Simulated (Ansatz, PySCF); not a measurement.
Spin gap between two states, R1 and P1; the higher of the two is an excited state, each structure at its B3LYP-D3(BJ)/def2-TZVP stationary point, reached from a drawn start (curvature not checked).
R1, CH2 (SMILES [CH2]) (charge 0, multiplicity 3):
```xyz
3

C      0.000     0.000    -0.275
H      0.996     0.000     0.137
H     -0.996     0.000     0.137
```
P1, CH2 (SMILES [CH2]) (charge 0, multiplicity 1):
| atom | x (Å) | y (Å) | z (Å) |
|---|---|---|---|
| C | 0.0000 | 0.0000 | -0.4669 |
| H | 0.8620 | 0.0000 | 0.2334 |
| H | -0.8620 | 0.0000 | 0.2334 |

| level | spin gap (kcal/mol) | minus CCSD(T)/CBS(cc-pVTZ, cc-pVQZ) |
|---|---|---|
| BLYP-D3(BJ)/def2-TZVPP | 10.44 | 1.12 |
| BLYP-D4/def2-TZVPP | 10.43 | 1.12 |
| r2SCAN-D3(BJ)/def2-TZVPP | 22.14 | 12.83 |
| PBE0/def2-TZVPP | 17.71 | 8.40 |
| BHLYP/def2-TZVPP | 13.28 | 3.96 |
| BHLYP-D3(BJ)/def2-TZVPP | 13.27 | 3.96 |
| BHLYP-D4/def2-TZVPP | 13.27 | 3.96 |
| M06-2X/def2-TZVPP | 13.53 | 4.21 |
| CAM-B3LYP/def2-TZVPP | 12.74 | 3.43 |
| CAM-B3LYP-D4/def2-TZVPP | 12.74 | 3.42 |
| SCS-MP2/cc-pVQZ | 7.88 | -1.43 |
| CCSD/cc-pVTZ | 11.21 | 1.90 |
| CCSD(T)/cc-pVDZ | 12.01 | 2.70 |
| CCSD(T)/CBS(cc-pVTZ, cc-pVQZ) | 9.32 | 0.00 |

 The comparison column counts from a level with limits of its own.

P less R. No zero-point or thermal terms; singlets are restricted closed shells; open shells are unrestricted.

Frozen-core correlation throughout. CBS(a, b) extrapolates the correlation energy as X⁻³ and adds the Hartree–Fock energy of set b.

The values were computed with Ansatz (an electronic-structure program); PySCF for M06-2X and the D3/D4 terms. All values are computed, each at the level named.
